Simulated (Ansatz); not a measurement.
The same ligand exchange along the group B, Al, Ga, In.

Gas-phase electronic energies from Ansatz, PBE0-D4/def2-TZVP geometries. CBS: MP2 limit from def2 TZ/QZ plus the TZ coupled-cluster correction, frozen cores. This one scheme is used for every species. Functionals use def2-TZVPP. def2 core potentials past Kr. For Br, Ga, In outer-core shells are correlated without core-valence functions, which leaves a few kJ/mol of doubt a bond. Scalar relativity is left out up to krypton.

```csv
reaction,CCSD(T)/CBS(def2) (kJ/mol)
`B[SiH2]F` + HBr → `BBr` + `F[SiH3]`,-115
`F[SiH2][AlH2]` + HBr → `[AlH2][Br]` + `F[SiH3]`,-181
`F[SiH2][GaH2]` + HBr → `[GaH2][Br]` + `F[SiH3]`,-137
`F[SiH2][InH2]` + HBr → `[Br][InH2]` + `F[SiH3]`,?
```

Problem. Fill in the missing values. (Best estimate.)

Solution. Ansatz gave: `F[SiH2][InH2]` + HBr → `[Br][InH2]` + `F[SiH3]`: -136.7 kJ/mol.

Largest T1 diagnostic: 0.014, for `F[SiH2][InH2]`.
